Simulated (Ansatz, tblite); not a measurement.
Cost and result up the ladder for HfS₂⁻ (the lowest doublet isomer of a short search) (3 atoms). Charge -1, multiplicity 2. Geometry: PBE-D4/def2-TZVPD.

Cartesian coordinates in Å:
```
Hf -0.096 0.433 -0.670
S -1.183 -1.547 -0.348
S 1.279 1.114 1.019
```

Ansatz on 4 threads of Intel Xeon on a shared host; xTB runs through tblite on one thread. Times are rough, summed over both states, and most runs start from the orbitals of an earlier one. CCSD(T)/def2-TZVPPD serves as the yardstick here, not as an exact answer. The other state is a singlet.

In the def2 sets Hf takes a core potential; there is no spin–orbit coupling. The xTB rows come from tblite. Correlated methods freeze 10 core orbitals; core or outer-core shells of Hf are correlated, in sets that lack core-valence functions. The structure comes from a short search, and lower isomers may exist.

Correlated methods converge slowly with the basis.

Raw xTB energies of ions are shifted by several eV, and xTB has no spin-polarisation term.

```csv
level,functions,wall time,vertical IE (eV),difference from CCSD(T)/def2-TZVPPD (eV)
GFN1-xTB,27,0.007 s,4.85,2.34
GFN2-xTB,27,0.008 s,6.15,3.64
PBE-D4/def2-TZVPD,135,2.3 s,2.47,-0.05
PBE0-D4/def2-TZVPD,135,3.3 s,2.60,0.08
r2SCAN-D4/def2-TZVPD,135,4.6 s,2.55,0.04
CCSD(T)/def2-TZVPPD,161,27 s,2.51,0.00
```
